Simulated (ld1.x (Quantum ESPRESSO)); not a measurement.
# Building the TM potential for Ta (PBE, scalar-relativistic).

The input file (ld1.x (Quantum ESPRESSO) 7.5):

```
&input
   title='Ta', zed=73., rel=1, dft='PBE', iswitch=3,
   config='[Xe] 4f14 5d3 6s2 6p0',
   nld=3, rlderiv=3.65, eminld=-2.0, emaxld=5.0, deld=0.02
 /
 &inputp
   pseudotype=2, tm=.true., lloc=0,
   nlcc=.true., new_core_ps=.true., rcore=2.20,
   file_pseudopw='Ta.UPF', file_wfcaegen='ae.wfc', file_wfcncgen='nc.wfc', file_beta='beta', file_chi='chi'
 /
3
6P  2  1   0.00   0.00  3.35  3.35  0.0
5D  3  2   3.00   0.00  2.45  2.45  0.0
6S  1  0   2.00   0.00  2.15  2.15  0.0
 &test
   configts(1)='5d3 6s2 6p0'
 /
```

Command:

```bash
ld1.x < Ta.in > Ta.out
```

The program printed (shortened: banner, matrices, multipoles, cross overlaps and the repeated all-electron block are left out):

```
Program LD1 v.7.5
     --------------------------- All-electron run ----------------------------

     Ta
     scalar relativistic calculation

     atomic number is 73.00
     dft =PBE   lsd =0 sic =0 latt =0  beta=0.20 tr2=1.0E-14
     Exchange-correlation= PBE
                           (   1   4   3   4   0   0   0)
     mesh =1273 r(mesh) = 100.43799 a.u. xmin = -7.00 dx = 0.01250
     1 Ry =  13.60569312 eV, c = 137.03599908

     n l     nl                  e(Ry)          e(Ha)          e(eV)
     1 0     1S 1( 2.00)     -4951.7605     -2475.8802    -67372.1337
     2 0     2S 1( 2.00)      -850.7551      -425.3776    -11575.1131
     2 1     2P 1( 6.00)      -745.4767      -372.7383    -10142.7271
     3 0     3S 1( 2.00)      -194.8940       -97.4470     -2651.6676
     3 1     3P 1( 6.00)      -163.5864       -81.7932     -2225.7059
     4 0     4S 1( 2.00)       -39.7359       -19.8680      -540.6347
     4 1     4P 1( 6.00)       -29.4680       -14.7340      -400.9329
     3 2     3D 1(10.00)      -127.0809       -63.5405     -1729.0238
     5 0     5S 1( 2.00)        -5.3656        -2.6828       -73.0021
     5 1     5P 1( 6.00)        -2.8957        -1.4479       -39.3986
     4 2     4D 1(10.00)       -16.3309        -8.1655      -222.1936
     4 3     4F 1(14.00)        -1.8157        -0.9079       -24.7045
     5 2     5D 1( 3.00)        -0.2639        -0.1320        -3.5906
     6 0     6S 1( 2.00)        -0.4000        -0.2000        -5.4422
     6 1     6P 1( 0.00)        -0.1023        -0.0511        -1.3912

     final scf error:  1.8E-15 reached in  29 iterations

     Etot =  -31209.127620 Ry,  -15604.563810 Ha, -424621.813034 eV

     Ekin =   34296.311234 Ry,   17148.155617 Ha,  466625.085903 eV
     Encl =  -77083.937461 Ry,  -38541.968731 Ha,-1048780.397810 eV
     Eh   =   12208.679052 Ry,    6104.339526 Ha,  166107.540615 eV
     Exc  =    -630.180445 Ry,    -315.090222 Ha,   -8574.041741 eV

     normalization and overlap integrals

     s(1S/1S) =  1.000000  <r> =   0.0187  <r2> =    0.0005  r(max) =   0.0116
     s(2S/2S) =  1.000000  <r> =   0.0789  <r2> =    0.0074  r(max) =   0.0670
     s(2P/2P) =  1.000000  <r> =   0.0706  <r2> =    0.0061  r(max) =   0.0549
     s(3S/3S) =  1.000000  <r> =   0.2048  <r2> =    0.0479  r(max) =   0.1891
     s(3P/3P) =  1.000000  <r> =   0.2049  <r2> =    0.0487  r(max) =   0.1868
     s(4S/4S) =  1.000000  <r> =   0.4587  <r2> =    0.2376  r(max) =   0.4262
     s(4P/4P) =  1.000000  <r> =   0.4877  <r2> =    0.2706  r(max) =   0.4480
     s(3D/3D) =  1.000000  <r> =   0.1856  <r2> =    0.0404  r(max) =   0.1529
     s(5S/5S) =  1.000000  <r> =   1.1000  <r2> =    1.3609  r(max) =   0.9847
     s(5P/5P) =  1.000000  <r> =   1.2940  <r2> =    1.9028  r(max) =   1.1298
     s(4D/4D) =  1.000000  <r> =   0.5231  <r2> =    0.3173  r(max) =   0.4593
     s(4F/4F) =  1.000000  <r> =   0.6395  <r2> =    0.5210  r(max) =   0.4424
     s(5D/5D) =  1.000000  <r> =   2.2575  <r2> =    6.3202  r(max) =   1.5833
     s(6S/6S) =  1.000000  <r> =   3.2994  <r2> =   12.4368  r(max) =   2.7789
     s(6P/6P) =  1.000000  <r> =   4.9596  <r2> =   28.8401  r(max) =   3.8944

     ------------------------ End of All-electron run ------------------------

     --------------------- Generating NC pseudopotential ---------------------

      Generating local pot.: lloc=0, matching radius rcloc =   2.1500

      Computing core charge for nlcc:

       r > 2.22 : true rho core
      Core charge pseudized with two Bessel functions
      Integrated core pseudo-charge :   7.38

      Wfc   6P  rcut= 3.352  Using Troullier-Martins method

      Wfc   5D  rcut= 2.422  Using Troullier-Martins method

     ------------------- End of pseudopotential generation -------------------

     Computing logarithmic derivative in   3.63573
     Computing logarithmic derivative in   3.63573
     Computing the partial wave expansion
       no projector for channel:   0
     R is outside the sphere for l=    1 j= 0.00
     R is outside the sphere for l=    2 j= 0.00

     ---------------------- Testing the pseudopotential ----------------------

     Ta
     scalar relativistic calculation

     atomic number is 73.00   valence charge is  5.00
     dft =PBE   lsd =0 sic =0 latt =0  beta=0.20 tr2=1.0E-14
     mesh =1273 r(mesh) = 100.43799 xmin = -7.00 dx = 0.01250

     n l     nl             e AE (Ry)        e PS (Ry)    De AE-PS (Ry)
     3 2     5D   1( 3.00)       -0.26390       -0.26390        0.00000
     1 0     6S   1( 2.00)       -0.40000       -0.39999       -0.00000
     2 1     6P   1( 0.00)       -0.10225       -0.10225       -0.00000

     eps = 3.1E-16  iter = 12

     Etot =  -31209.127620 Ry,  -15604.563810 Ha, -424621.813034 eV
     Etotps =   -17.859854 Ry,      -8.929927 Ha,    -242.995688 eV

     Ekin =       8.593454 Ry,       4.296727 Ha,     116.919900 eV
     Encl =     -14.460133 Ry,      -7.230067 Ha,    -196.740133 eV
     Ehrt =       8.498582 Ry,       4.249291 Ha,     115.629103 eV
     Ecxc =     -11.777060 Ry,      -5.888530 Ha,    -160.235070 eV
     (Ecc =      -8.183985 Ry,      -4.091992 Ha,    -111.348787 eV)
     Epseu=      -8.714697 Ry,      -4.357348 Ha,    -118.569488 eV

     ---------------------- End of pseudopotential test ----------------------
```

Generation and configuration tests took about 2 s on one core of a shared server CPU.
